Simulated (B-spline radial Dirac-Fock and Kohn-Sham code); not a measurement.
Z = 40 (zirconium), transition energy 273 keV. Method: a Dirac-Hartree-Slater potential of the neutral atom with a Latter tail (no hole, which puts coefficients of high multipoles low close above an edge), finite nucleus with surface currents. Computed with an atomic code on a B-spline grid. Subshells that would emit electrons below 1 keV are left out.

Q: A pure transition shows α(K) = 0.0578, L1/L2 = 15.0 and L1/L3 = 28.9. What is its multipolarity?
A. M4
B. E2
C. E4
D. M2
E. M1
F. E3
G. E1
H. M3

A: D. For comparison, α(K), L1/L2, L1/L3 are E1 0.00558, 30.1, 19.5; E2 0.0261, 7.90, 7.61; E3 0.106, 2.60, 3.12; E4 0.408, 1.13, 1.51; M1 0.0124, 27.4, 75.4; M3 0.247, 9.44, 9.22; M4 1.04, 6.61, 4.23.
